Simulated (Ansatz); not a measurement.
Geometry optimisation of FGaGeH$_{4}$Si.

```yaml
crystal:
  periodic: [false, false, false]
  atoms:
    - {symbol: F, position_ang: [-1.743133, -1.566688, -0.104745]}
    - {symbol: Si, position_ang: [-0.859909, -0.318169, 0.512881]}
    - {symbol: Ga, position_ang: [0.630873, 1.380022, -1.452859]}
    - {symbol: Ge, position_ang: [1.559115, -0.743293, 0.270732]}
    - {symbol: H, position_ang: [-1.220828, -0.149324, 1.966109]}
    - {symbol: H, position_ang: [-1.443285, 0.950032, -0.142484]}
    - {symbol: H, position_ang: [1.731892, 0.923826, 0.274683]}
    - {symbol: H, position_ang: [1.437375, -0.533506, -1.380217]}
basis:
  gaussian: {orbitals: def2-TZVP}
hamiltonian: {xc: pbe0, dispersion: d4}
relax: {f_tol: 0.005, max_steps: 150}
```

```sh
$ ansatz run in.yaml --threads 4 --pin off --events-out ev --progress --plain --max-ram 10444MiB
```

Output, abridged:

```
Functional definition: PBE0
mean field -119538.62083806 eV, -4392.9632896112 hartree, gradient 2.7e-5 eV, S^2 0.000000; 0 other end points of the search recorded, 0 dependent functions left out
relax step   1: F+E_penalty+E_count = -119538.83016216 eV  Δ(F+E_penalty+E_count) = +0.000e0 eV  max|allowed force component| = 9.002e-1 eV/Å  Δτ_max = 0.0000 Å  (27 SCF iters, accepted)
mean field -119538.65640514 eV, -4392.9645966774 hartree, gradient 2.1e-5 eV, S^2 0.000000; 0 other end points of the search recorded, 0 dependent functions left out
relax step   2: F+E_penalty+E_count = -119538.85524178 eV  Δ(F+E_penalty+E_count) = -2.508e-2 eV  max|allowed force component| = 5.496e-1 eV/Å  Δτ_max = 0.0610 Å  (30 SCF iters, accepted)
mean field -119538.66423374 eV, -4392.9648843733 hartree, gradient 7.6e-6 eV, S^2 0.000000; 0 other end points of the search recorded, 0 dependent functions left out
relax step   3: F+E_penalty+E_count = -119538.86893561 eV  Δ(F+E_penalty+E_count) = -1.369e-2 eV  max|allowed force component| = 1.755e-1 eV/Å  Δτ_max = 0.0276 Å  (30 SCF iters, accepted)
mean field -119538.66472700 eV, -4392.9649025000 hartree, gradient 6.8e-6 eV, S^2 0.000000; 0 other end points of the search recorded, 0 dependent functions left out
relax step   4: F+E_penalty+E_count = -119538.87062780 eV  Δ(F+E_penalty+E_count) = -1.692e-3 eV  max|allowed force component| = 3.278e-2 eV/Å  Δτ_max = 0.0137 Å  (31 SCF iters, accepted)
mean field -119538.66598188 eV, -4392.9649486160 hartree, gradient 6.8e-6 eV, S^2 0.000000; 0 other end points of the search recorded, 0 dependent functions left out
relax step   5: F+E_penalty+E_count = -119538.87081258 eV  Δ(F+E_penalty+E_count) = -1.848e-4 eV  max|allowed force component| = 1.587e-2 eV/Å  Δτ_max = 0.0103 Å  (31 SCF iters, accepted)
mean field -119538.66576205 eV, -4392.9649405375 hartree, gradient 6.8e-6 eV, S^2 0.000000; 0 other end points of the search recorded, 0 dependent functions left out
relax step   6: F+E_penalty+E_count = -119538.87095660 eV  Δ(F+E_penalty+E_count) = -1.440e-4 eV  max|allowed force component| = 2.645e-2 eV/Å  Δτ_max = 0.0061 Å  (32 SCF iters, accepted)
mean field -119538.66605277 eV, -4392.9649512214 hartree, gradient 7.0e-6 eV, S^2 0.000000; 0 other end points of the search recorded, 0 dependent functions left out
relax step   7: F+E_penalty+E_count = -119538.87103838 eV  Δ(F+E_penalty+E_count) = -8.179e-5 eV  max|allowed force component| = 1.777e-2 eV/Å  Δτ_max = 0.0167 Å  (31 SCF iters, accepted)
mean field -119538.66609191 eV, -4392.9649526598 hartree, gradient 7.9e-6 eV, S^2 0.000000; 0 other end points of the search recorded, 0 dependent functions left out
relax step   8: F+E_penalty+E_count = -119538.87107760 eV  Δ(F+E_penalty+E_count) = -3.922e-5 eV  max|allowed force component| = 8.129e-3 eV/Å  Δτ_max = 0.0034 Å  (24 SCF iters, accepted)
mean field -119538.66622503 eV, -4392.9649575518 hartree, gradient 4.5e-5 eV, S^2 0.000000; 0 other end points of the search recorded, 0 dependent functions left out
relax step   9: F+E_penalty+E_count = -119538.87108670 eV  Δ(F+E_penalty+E_count) = -9.098e-6 eV  max|allowed force component| = 2.544e-3 eV/Å  Δτ_max = 0.0014 Å  (21 SCF iters, accepted)
mean field -119538.66622503 eV, -4392.9649575518 hartree, gradient 4.5e-5 eV, S^2 0.000000; 1 other end points of the search recorded, 0 dependent functions left out
Total energy: -119538.87111520 eV, -4392.9724871267 hartree
Atom 0 at    -1.715718    -1.546195    -0.081977 Å, force     0.000218     0.000021     0.000193 eV/Å
Atom 1 at    -0.874736    -0.308243     0.510793 Å, force    -0.000206     0.002544    -0.001123 eV/Å
Atom 2 at     0.692792     1.386361    -1.463845 Å, force    -0.000531     0.000359    -0.000506 eV/Å
Atom 3 at     1.528448    -0.724399     0.260855 Å, force     0.001070    -0.001499     0.000135 eV/Å
Atom 4 at    -1.209283    -0.168599     1.953142 Å, force     0.000449    -0.000011    -0.000337 eV/Å
Atom 5 at    -1.484116     0.920167    -0.133354 Å, force    -0.000179    -0.001630     0.000203 eV/Å
Atom 6 at     1.736229     0.918610     0.274207 Å, force     0.000023     0.000044     0.001120 eV/Å
Atom 7 at     1.418484    -0.534802    -1.375721 Å, force    -0.000845     0.000172     0.000314 eV/Å
Dipole moment:     0.149916     0.454629    -0.181503 e Å
```

It took 35 s on 4 threads of an Intel Xeon Platinum 8259CL on a shared host, with 0.66 GiB of host memory at the peak.
